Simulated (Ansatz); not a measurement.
`CS[Si](F)(Cl)Cl` + H₂ → `CS[SiH](Cl)Cl` + H–F at 600 K and 1 bar (hydrogenolysis of the Si–F bond).

Isolated molecules relaxed with PBE0-D4/def2-TZVP in Ansatz; ΔE leaves out vibrations. CCSD(T)/CBS adds triple-zeta CCSD(T) − MP2 to the extrapolated MP2 energy (def2 sets, frozen cores). This one scheme is used for every species. Each species was taken in one conformer, which may not be the lowest.

```csv
species,CCSD(T)/CBS energy (Eh),H − E (kJ/mol),S (J/(mol·K))
`CS[Si](F)(Cl)Cl`,-1746.26881,188.9,487.3
H₂,-1.17544,43.9,150.8
`CS[SiH](Cl)Cl`,-1647.00366,198.1,462.2
H–F,-100.39570,42.3,194.0
```

H − E and S are ideal-gas, rigid-rotor, harmonic terms from PBE0-D4/def2-TZVP, for one conformer and one mirror image of each species. The MP2-based limit puts H₂ 0.8 mEh under its directly extrapolated value; such offsets cancel only in part. 1 Eh = 2625.50 kJ/mol, R = 8.31446 J/(mol·K).

Q: By hand: ΔE, ΔH, ΔS and ΔG.

A: ΔE = (-1647.00366) + (-100.39570) − (-1746.26881) − (-1.17544) = 0.04489 Eh = 117.9 kJ/mol. Δ(H − E) = 198.1 + 42.3 − 188.9 − 43.9 = 7.6, so ΔH = 125.5 kJ/mol. ΔS = 462.2 + 194.0 − 487.3 − 150.8 = 18.1 J/(mol·K). ΔG = 125.5 − 600 × (18.1)/1000 = 114.6 kJ/mol.

Q: By hand: the equilibrium constant, and the temperature at which ΔG would vanish if ΔH and ΔS stayed fixed.

A: log₁₀ K = −ΔG/(RT ln 10) = -10.0. ΔG = 0 at ΔH/ΔS = 6934 K, far beyond where these terms or the molecules hold.

ΔH outweighs TΔS. A doubt of 5 kJ/mol in ΔE shifts log₁₀ K by 0.4 here. Other conformers and mirror images would add mixing entropy, several J/(mol·K) or more a flexible species. Modes under 60 cm⁻¹, often nearly free rotors, make the harmonic entropy too high. These are equilibria of isolated gas molecules and say nothing of rates. Largest T1 diagnostic: 0.010 (customary marks: 0.02 for closed shells, 0.045 for open ones).
